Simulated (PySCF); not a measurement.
# Which determinant of ZrF⁺ lies lowest?

Unrestricted PBE0; basis Zr def2-TZVPPD with ECP28, F def2-TZVPPD; scalar-relativistic core potentials; PySCF 2.14. Outer shells of the fragments: Zr+ 4d2 5s1; F 2s2 2p5.

Followed along the bond (rough minima from three points):

| 2Ms+1 | unpaired | ⟨S²⟩ at the start | R at minimum (Å) | Te (eV) |
| --- | --- | --- | --- | --- |
| 3 | σ ↑, δ ↑ | 2.00 | 1.82 | 0.00 |
| 3 | δ ↑↑ | 2.00 | 1.84 | 0.24 |
| 1 | δ ↑↓ | 1.00 | 1.83 | 0.47 |
| 3 | π ↑, δ ↑ | 2.00 | 1.89 | 0.61 |
| 1 | π ↓, δ ↑ | 1.00 | 1.88 | 0.85 |
| 1 | π ↑, δ ↓ | 1.00 | 1.88 | 1.03 |

Solutions found at the starting distance of 2.120 Å, counted from the lowest of them; the search is not exhaustive and high or unbound solutions are not listed, so other states can lie among these:

```csv
2Ms+1,unpaired,term,E (eV),⟨S²⟩,⟨Lz²⟩,μ (D)
3,"σ ↑, δ ↑",³Δ,0.00,2.00,4.01,-6.72
3,δ ↑↑,³Σ⁻,0.15,2.00,0.00,-7.11
3,"π ↑, δ ↑",mixed,0.21,2.00,4.70,-6.70
1,δ ↑↓,mixed,0.38,1.00,8.01,-7.11
1,"π ↓, δ ↑",mixed,0.50,1.00,4.11,-6.56
1,"π ↑, δ ↓",mixed,0.65,1.00,5.01,-6.62
1,"σ ↑, δ ↓",mixed,0.67,1.00,4.00,-6.61
3,"σ ↑, π ↑",³Π,0.94,2.00,1.14,-6.00
1,none,mixed,0.95,0.00,8.00,-7.06
1,none,¹Σ⁺,1.59,0.00,0.00,-6.42
3,σ ↑↑,³Σ⁺,2.37,2.00,0.00,-3.39
5,"σ ↑, π ↑↑, δ ↑",mixed,5.22,6.00,5.92,-0.49
5,"σ ↑, π ↑↑, δ ↑",mixed,5.33,6.00,5.92,-0.41
5,"σ ↑, π ↑, δ ↑↑",⁵Π,5.51,6.00,1.00,-0.76
```

A term symbol is given only where ⟨S²⟩ and ⟨Lz²⟩ are close to those of a pure state; real π, δ and φ orbitals otherwise mix terms. A positive dipole points towards F; it is taken about the centre of mass and depends on that origin.

Spin–orbit coupling is left out. The state is the lowest single determinant that the PBE0 search found; with open d or f shells the true ground state can be another one.
